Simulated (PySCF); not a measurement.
Compound: indene, C9H8.
Numbering: `[CH:1]1=[CH:2][c:3]2[cH:4][cH:5][cH:6][cH:7][c:8]2[CH2:9]1` (hydrogens: H10 on C1; H11 on C2; H12 on C4; H13 on C5; H14 on C6; H15 on C7; H16, H17 on C9)

The same species was optimised twice, with GFN2-xTB and with PBE0-D3(BJ)/def2-SVP (PySCF), and the same property calculations (PySCF, gas phase) were run on both structures.

| coordinate | GFN2-xTB | PBE0-D3(BJ)/def2-SVP | change |
| --- | --- | --- | --- |
| C2–C3 (Å) | 1.450 | 1.462 | +0.012 |
| C1=C2 (Å) | 1.337 | 1.348 | +0.011 |
| C4–C5 (Å) | 1.385 | 1.395 | +0.010 |
| C7–C8 (Å) | 1.378 | 1.388 | +0.010 |
| C5–C6 (Å) | 1.387 | 1.397 | +0.010 |
| C6–C7 (Å) | 1.389 | 1.398 | +0.009 |
| C3–C4 (Å) | 1.386 | 1.395 | +0.009 |
| C3–C8 (Å) | 1.404 | 1.411 | +0.007 |
| C8–C9 (Å) | 1.498 | 1.502 | +0.004 |
| C1–C9 (Å) | 1.499 | 1.501 | +0.002 |
| C1–C9–C8 (°) | 102.4 | 103.1 | +0.7 |
| C2–C1–C9 (°) | 111.1 | 110.7 | -0.4 |
| C6–C7–C8 (°) | 118.5 | 118.9 | +0.4 |
| C7–C8–C9 (°) | 130.5 | 130.8 | +0.3 |
| C3–C4–C5 (°) | 118.4 | 118.7 | +0.3 |
| C5–C6–C7 (°) | 120.9 | 120.6 | -0.3 |
| C2–C3–C4 (°) | 131.3 | 131.5 | +0.2 |
| C3–C8–C9 (°) | 108.8 | 108.7 | -0.1 |

Rotational constants: A = 3824, B = 1609, C = 1141 MHz (GFN2-xTB) against A = 3788, B = 1583, C = 1124 MHz (PBE0-D3(BJ)/def2-SVP). Point groups within 0.08 Å: Cs and Cs.

On the GFN2-xTB structure: lowest triplet, Tamm–Dancoff (eV) 3.30 [PBE0/def2-SVPD]; isotropic polarisability (au) 99.8 [PBE0/def2-SVPD]; HOMO (eV) -6.33 [PBE0/def2-SVPD]; LUMO (eV) -0.69 [PBE0/def2-SVPD]; dipole (D) 0.74 [PBE0/def2-SVPD]; HOMO (eV) -6.35 [PBE0/pcSseg-1]; LUMO (eV) -0.68 [PBE0/pcSseg-1]; dipole (D) 0.75 [PBE0/pcSseg-1]; GIAO shielding of C1 (ppm) 45.0 [PBE0/pcSseg-1]; GIAO shielding of C2 (ppm) 46.7 [PBE0/pcSseg-1]; GIAO shielding of C3 (ppm) 36.6 [PBE0/pcSseg-1]; GIAO shielding of C4 (ppm) 60.6 [PBE0/pcSseg-1]; GIAO shielding of C5 (ppm) 55.2 [PBE0/pcSseg-1]; GIAO shielding of C6 (ppm) 57.0 [PBE0/pcSseg-1]; GIAO shielding of C7 (ppm) 57.8 [PBE0/pcSseg-1]; GIAO shielding of C8 (ppm) 37.0 [PBE0/pcSseg-1].

Question: What do these properties become on the PBE0-D3(BJ)/def2-SVP structure?

Answer: 
```json
{"property": "lowest triplet, Tamm–Dancoff (eV)", "level": "PBE0/def2-SVPD", "on GFN2-xTB": "3.30", "on PBE0-D3(BJ)/def2-SVP": "3.24", "change": "-0.06"}
{"property": "isotropic polarisability (au)", "level": "PBE0/def2-SVPD", "on GFN2-xTB": "99.8", "on PBE0-D3(BJ)/def2-SVP": "101.9", "change": "+2.1"}
{"property": "HOMO (eV)", "level": "PBE0/def2-SVPD", "on GFN2-xTB": "-6.33", "on PBE0-D3(BJ)/def2-SVP": "-6.34", "change": "-0.01"}
{"property": "LUMO (eV)", "level": "PBE0/def2-SVPD", "on GFN2-xTB": "-0.69", "on PBE0-D3(BJ)/def2-SVP": "-0.75", "change": "-0.06"}
{"property": "dipole (D)", "level": "PBE0/def2-SVPD", "on GFN2-xTB": "0.74", "on PBE0-D3(BJ)/def2-SVP": "0.75", "change": "+0.01"}
{"property": "energy, GFN2-xTB geometry as zero (kcal/mol)", "level": "PBE0/def2-SVPD", "on GFN2-xTB": "0.0", "on PBE0-D3(BJ)/def2-SVP": "-1.1", "change": "-1.1"}
{"property": "HOMO (eV)", "level": "PBE0/pcSseg-1", "on GFN2-xTB": "-6.35", "on PBE0-D3(BJ)/def2-SVP": "-6.35", "change": "0.00"}
{"property": "LUMO (eV)", "level": "PBE0/pcSseg-1", "on GFN2-xTB": "-0.68", "on PBE0-D3(BJ)/def2-SVP": "-0.74", "change": "-0.06"}
{"property": "dipole (D)", "level": "PBE0/pcSseg-1", "on GFN2-xTB": "0.75", "on PBE0-D3(BJ)/def2-SVP": "0.76", "change": "+0.01"}
{"property": "energy, GFN2-xTB geometry as zero (kcal/mol)", "level": "PBE0/pcSseg-1", "on GFN2-xTB": "0.0", "on PBE0-D3(BJ)/def2-SVP": "-0.3", "change": "-0.3"}
{"property": "GIAO shielding of C1 (ppm)", "level": "PBE0/pcSseg-1", "on GFN2-xTB": "45.0", "on PBE0-D3(BJ)/def2-SVP": "42.7", "change": "-2.3"}
{"property": "GIAO shielding of C2 (ppm)", "level": "PBE0/pcSseg-1", "on GFN2-xTB": "46.7", "on PBE0-D3(BJ)/def2-SVP": "43.5", "change": "-3.2"}
{"property": "GIAO shielding of C3 (ppm)", "level": "PBE0/pcSseg-1", "on GFN2-xTB": "36.6", "on PBE0-D3(BJ)/def2-SVP": "34.8", "change": "-1.8"}
{"property": "GIAO shielding of C4 (ppm)", "level": "PBE0/pcSseg-1", "on GFN2-xTB": "60.6", "on PBE0-D3(BJ)/def2-SVP": "58.1", "change": "-2.5"}
{"property": "GIAO shielding of C5 (ppm)", "level": "PBE0/pcSseg-1", "on GFN2-xTB": "55.2", "on PBE0-D3(BJ)/def2-SVP": "52.5", "change": "-2.7"}
{"property": "GIAO shielding of C6 (ppm)", "level": "PBE0/pcSseg-1", "on GFN2-xTB": "57.0", "on PBE0-D3(BJ)/def2-SVP": "54.4", "change": "-2.6"}
{"property": "GIAO shielding of C7 (ppm)", "level": "PBE0/pcSseg-1", "on GFN2-xTB": "57.8", "on PBE0-D3(BJ)/def2-SVP": "55.6", "change": "-2.2"}
{"property": "GIAO shielding of C8 (ppm)", "level": "PBE0/pcSseg-1", "on GFN2-xTB": "37.0", "on PBE0-D3(BJ)/def2-SVP": "35.7", "change": "-1.3"}
```

The heavy atoms differ by 0.014 Å rms after alignment. Among bonds between heavy atoms C1=C2 and C2–C3 change most and about equally (+0.011 to +0.012 Å). Changes are differences of the printed values. Neither structure is proved a minimum here.
